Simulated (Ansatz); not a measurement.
CH7AlFNSi, SMILES `[CH3][Al]([NH2])[SiH2]F`. Total charge 0; spin multiplicity 1. All single points use the PBE0-D4/def2-TZVP geometry. It is one conformer, not always the lowest.

```xyz
12

C    -1.314    1.545    0.181
Al    0.032    0.212   -0.278
N     0.992    0.382   -1.757
Si    0.563   -1.763    1.106
F    -0.748   -2.227    1.932
H    -1.061    2.051    1.118
H    -1.424    2.310   -0.592
H    -2.292    1.079    0.334
H     0.917    1.145   -2.411
H     1.688   -0.273   -2.074
H     1.633   -1.512    2.119
H     1.015   -2.950    0.321
```

Question: What is the dipole moment at PBE/def2-TZVPP? (Best estimate.)

Answer: Ansatz gave: 2.68 D, with components (0.87, 1.59, -1.97) D in this frame, pointing from negative to positive charge.

Question: And with r2SCAN, B3LYP, ωB97M-V? (Estimate.)

Answer: Computed: r2SCAN 2.69 D, B3LYP 2.72 D, ωB97M-V 2.71 D.

Question: Give the Mulliken charges with PBE, r2SCAN, ωB97M-V in def2-TZVPP. (Estimate.)

Answer: Ansatz gave: 
```csv
atom,PBE,r2SCAN,ωB97M-V
C1,-0.43,-0.39,-0.52
Al2,0.41,0.56,0.50
N3,-0.39,-0.47,-0.36
Si4,0.30,0.36,0.29
F5,-0.30,-0.34,-0.33
H6,0.10,0.07,0.11
H7,0.09,0.06,0.10
H8,0.10,0.07,0.12
H9,0.14,0.14,0.10
H10,0.14,0.15,0.11
H11,-0.08,-0.10,-0.06
H12,-0.08,-0.10,-0.06
```

B3LYP here is the variant with VWN-RPA as its local correlation; programs differ in this.
